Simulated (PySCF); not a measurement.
# Telling isomers of C$_{6}$H$_{10}$F$_{2}$Si apart by NMR

Computational details: GFN2-xTB geometry, shieldings: GIAO PBE0/pcSseg-1, in PySCF (averaged over atoms made equivalent by symmetry, fast rotation or ring inversion, no solvent model, one conformer, non-relativistic).

Chemical shifts δ = σref − σ; ¹H (σref 31.72) and ¹³C (σref 186.93) against TMS, all at this level. Splittings of carbon signals by F and P are missing where no couplings were computed. Where no couplings were computed, multiplicities follow the n + 1 count of equivalent neighbours, and m marks all less simple cases (inequivalent or close neighbours, rings, F or P nearby). Shifts are as computed. Against solution values, carbons near 30 ppm lie about +3 ppm off and those near 130 ppm about +5 ppm (rms about the fit 2.1 ppm; single classes can miss by 10 ppm). Of 1328 compounds with measured shifts, 309 miss one by over three times the rms of a fit or turn the order of signals round; such compounds aren't used in these exercises. Signals without a measured value on file couldn't be tested in this way; 1H shifts scatter by 0.2 ppm about their fit, and single ones miss by 0.5 ppm.

(1) Tabulate the signals of `C/C(CC(F)F)=C1\C[SiH2]1`, `F/C=C(/F)[C@@H]([SiH3])C1CC1` and their relative energies.

(2) What is the quickest way to tell C/C(CC(F)F)=C1\C[SiH2]1 from F/C=C(/F)[C@@H]([SiH3])C1CC1?

Answers

(1) 
| SMILES | carbon types | δC | δH | E rel. (kcal/mol) |
| --- | --- | --- | --- | --- |
| C/C(CC(F)F)=C1\C[SiH2]1 | 2×C 1×CH 2×CH2 1×CH3 | 144.8, 137.4, 121.4, 51.0, 24.6, 1.2 | 6.09 (m, 1H), 3.28 (m, 2H), 2.80 (m, 2H), 2.16 (s, 3H), 1.18 (m, 2H) | 0.0 |
| F/C=C(/F)[C@@H]([SiH3])C1CC1 | 1×C 3×CH 2×CH2 | 168.4, 147.3, 31.4, 13.2, 9.3, 8.1 | 7.51 (m, 1H), 4.02 (d, 3H), 1.51 (m, 1H), 1.12 (m, 1H), 0.73 (m, 1H), 0.63 (m, 1H), 0.29 (m, 1H), 0.19 (m, 1H) | 5.5 |

Energies are electronic energies at PBE0/pcSseg-1 on these geometries, without zero-point or thermal terms, each for the one conformer computed, which needn't be the lowest.

(2) Both give the same number of carbon signals, but DEPT or the intensities differ. The first has an allylic methyl carbon (CH3) at 24.6 ppm, the second an allylic sp3 CH bonded to Si at 31.4 ppm. Their most deshielded carbons lie at 144.8 and 168.4 ppm. In the proton spectra the most deshielded non-exchanging signals are 6.09 (m, 1H) and 7.51 (m, 1H).
